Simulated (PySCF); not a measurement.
## Spin-rotation constants: `CO[Si@H](O)N(C)C`, C3H11NO2Si

Geometry:
| atom | x (Å) | y (Å) | z (Å) |
| --- | --- | --- | --- |
| C1 | 2.767 | -0.944 | -0.306 |
| O2 | 1.390 | -0.775 | -0.170 |
| Si3 | 0.521 | 0.420 | -0.854 |
| O4 | 1.035 | 1.922 | -0.486 |
| N5 | -1.033 | 0.142 | -0.189 |
| C6 | -2.061 | 1.131 | -0.389 |
| C7 | -1.575 | -1.184 | -0.020 |
| H8 | 3.109 | -1.601 | 0.495 |
| H9 | 3.000 | -1.402 | -1.270 |
| H10 | 3.292 | 0.012 | -0.240 |
| H11 | 0.682 | 0.466 | -2.306 |
| H12 | 1.012 | 2.224 | 0.420 |
| H13 | -2.731 | 1.153 | 0.475 |
| H14 | -1.604 | 2.109 | -0.511 |
| H15 | -2.663 | 0.919 | -1.281 |
| H16 | -2.226 | -1.206 | 0.859 |
| H17 | -0.759 | -1.884 | 0.124 |
| H18 | -2.164 | -1.495 | -0.891 |

Method: GIAO B3LYP/pcSseg-1 magnetisability, rotational g tensor and spin-rotation constants, non-relativistic, gas phase (PySCF 2.14.0). Geometry: GFN2-xTB.

Question: Give the nuclear spin-rotation constants along the inertial axes (H = +C I·J) beside the isotropic shieldings.

Answer: Rotational constants 3.3666, 1.5937, 1.1575 GHz. A star marks the isotopologue with that one atom substituted, in its own axes.
```csv
atom,isotope,Caa (kHz),Cbb (kHz),Ccc (kHz),mean (kHz),σ (ppm)
N5,14N,0.129,0.082,0.050,0.087,226.1
H8,1H,-0.300,-0.045,-0.038,-0.128,27.9
H9,1H,-0.317,-0.143,0.038,-0.141,28.0
H10,1H,-0.300,0.052,-0.108,-0.119,27.9
H11,1H,-0.278,-0.145,0.048,-0.125,27.5
H12,1H,-0.446,-0.181,0.001,-0.208,30.6
H13,1H,-0.170,-0.148,-0.039,-0.119,29.5
H14,1H,-0.305,0.053,-0.126,-0.126,28.8
H15,1H,-0.247,-0.154,-0.007,-0.136,29.5
H16,1H,-0.162,-0.155,-0.036,-0.118,29.6
H17,1H,0.013,-0.089,-0.122,-0.066,28.4
H18,1H,-0.241,-0.157,-0.008,-0.135,29.6
C1,13C*,0.474,0.367,0.256,0.366,130.2
O2,17O*,-0.509,-0.077,-0.043,-0.209,301.1
Si3,29Si*,-1.895,-0.960,-0.692,-1.182,387.9
O4,17O*,-0.349,-0.172,-0.065,-0.195,287.5
C6,13C*,0.566,0.292,0.217,0.358,143.0
```
For the geometry as given, no vibrational averaging.

Question: How do the rotational constants and the g tensor change when H8, H9, H10, H11, H12, H13, H14, H15, H16, H17, H18 are replaced by deuterium?

Answer: Constants 2.7723, 1.3033, 0.9707 GHz; g -0.0147, -0.0075, -0.0069, against -0.0178, -0.0091, -0.0082 before.
